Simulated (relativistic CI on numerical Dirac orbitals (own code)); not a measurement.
# Sensitivity of the levels of Pr24+ to α and to the nuclear radius

Computed by Dirac-Coulomb-Breit CI, KLI orbitals optimised for each configuration, derivatives by finite differences, unscaled Slater integrals, QED left out (own radial code, finite nucleus).

Configurations in the expansion (outside the closed core [Ar] 3d10): 4s²4p⁵, 4s4p⁶, 4s²4p⁴4d, 4s4p⁵4d, 4s²4p⁴4f, 4s4p⁵4f. Double excitations out of closed p, d and f shells are left out; levels of such configurations are missing from the list, as are those of other unlisted configurations, and high levels can miss mixing partners.

With x = (α/α₀)² − 1 an excitation energy changes as ω = ω₀ + qx; K = 2q/ω₀ is the relative enhancement. Terms are leading LS components, so labels can repeat. The field-shift factor is F = δν/δ⟨r²⟩ for the transition from the lowest level.

Lowest level 4s²4p⁵ ²P°3/2.

| Level | ω₀ (cm⁻¹) | q (cm⁻¹) | F (GHz/fm²) |
| --- | --- | --- | --- |
| 4s²4p⁵ ²P°1/2 | 211585 | 237600 | -12.3 |
| 4s4p⁶ ²S1/2 | 712973 | 231600 | -263 |
| 4s²4p⁴4d ⁴D3/2 | 795697 | 21760 | 4.11 |
| 4s²4p⁴4d ⁴D5/2 | 800089 | 30570 | 3.88 |
| 4s²4p⁴4d ²P1/2 | 814777 | 38340 | -1.95 |
| 4s²4p⁴4d ⁴D7/2 | 817149 | 36560 | 3.89 |
| 4s²4p⁴4d ²F7/2 | 847240 | 50080 | 4.35 |
| 4s²4p⁴4d ⁴F9/2 | 848992 | 60200 | 4.42 |
| 4s²4p⁴4d ²D3/2 | 865864 | 31710 | 4.1 |
| 4s²4p⁴4d ⁴P1/2 | 912151 | 114500 | -33.3 |
| 4s²4p⁴4d ²D5/2 | 923647 | 72990 | 4.44 |
| 4s²4p⁴4d ²D3/2 | 937755 | 98990 | 2.37 |
| 4s²4p⁴4d ⁴F5/2 | 946235 | 113900 | 1.12 |
| 4s²4p⁴4d ⁴D1/2 | 979803 | 251300 | -7.96 |
| 4s²4p⁴4d ⁴D3/2 | 1006145 | 253700 | -7.5 |
| 4s²4p⁴4d ²G7/2 | 1037604 | 268600 | -8.02 |
| 4s²4p⁴4d ²F5/2 | 1038760 | 243600 | -7.08 |
| 4s²4p⁴4d ²F7/2 | 1044467 | 276800 | -7.31 |
| 4s²4p⁴4d ²P3/2 | 1066429 | 297100 | -6.94 |
| 4s²4p⁴4d ²G9/2 | 1077139 | 296500 | -7.64 |
| 4s²4p⁴4d ²F5/2 | 1078324 | 295800 | -7.14 |
| 4s²4p⁴4d ²D5/2 | 1100556 | 290700 | -6.42 |
| 4s²4p⁴4d ²F7/2 | 1125182 | 292000 | -6.66 |

At this charge energies of transitions that change n are usually good to better than 1 %, and those within a shell (Δn = 0) to a few per cent.

(1) Which transition from the lowest level has the largest |K|?

## Answers

(1) 4s²4p⁵ ²P°1/2 at 211585 cm⁻¹, K = 2.25.
